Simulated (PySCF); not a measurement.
# How the method changes the constants of TlI⁺

State: ²Π (doublet), unpaired electrons π ↑. Set-up: PySCF, scalar-relativistic core potentials, basis sets Tl def2-SVP with ECP60, I def2-SVP with ECP28. De refers to Tl⁺ + I in their high-spin ground configurations, without counterpoise correction. The functionals are run spin-unrestricted. A positive dipole points towards I; it is taken about the centre of mass and depends on that origin.

| Level | Re (Å) | ωe (cm⁻¹) | De (eV) | μ (D) |
| --- | --- | --- | --- | --- |
| UHF | 3.755 | 42.7 | n/a | -4.77 |
| UHF-MP2 | 3.516 | 58.4 | n/a | n/a |
| UHF-SCS-MP2 | 3.560 | 55.2 | n/a | n/a |
| UHF-CCSD | 3.547 | 56.2 | n/a | n/a |
| UHF-CCSD(T) | 3.522 | 58.2 | n/a | n/a |
| PBE | 3.395 | 70.4 | n/a | -2.51 |
| r²SCAN | 3.392 | 70.3 | n/a | -2.75 |
| r²SCANh | 3.398 | 69.3 | n/a | -2.86 |
| PBE0 | 3.411 | 67.6 | n/a | -2.92 |
| r²SCAN0 | 3.408 | 67.7 | n/a | -3.02 |
| MN15 | 3.392 | 70.0 | n/a | -2.80 |

Task: What does a quarter of exact exchange do here, going from PBE to PBE0?

Result: PBE0 less PBE: +1.6 pm in Re, -4.0 % in ωe. Exact exchange removes part of the self-interaction that spreads semilocal densities, and in most molecules shortens and stiffens the bond and lowers De; here Re and ωe go the other way.

Task: What does the step from GGA to meta-GGA do here, going from PBE to r²SCAN?

Result: r²SCAN less PBE: -0.3 pm in Re, -0.1 % in ωe. 

Task: What does the triples do here, going from UHF-CCSD to UHF-CCSD(T)?

Result: UHF-CCSD(T) less UHF-CCSD: -2.5 pm in Re, +3.6 % in ωe. Correlation nearly always deepens the well. The bond shortens, as in weak, metallic or heavy-atom bonds, where dispersion and the correlation of outer-core electrons pull the atoms together.

Correlated steps freeze 8 core orbitals. Spin–orbit coupling is left out, which matters for elements this heavy, above all for dissociation energies. The state is the lowest determinant that a PBE0 search found; another state may lie lower at other levels.
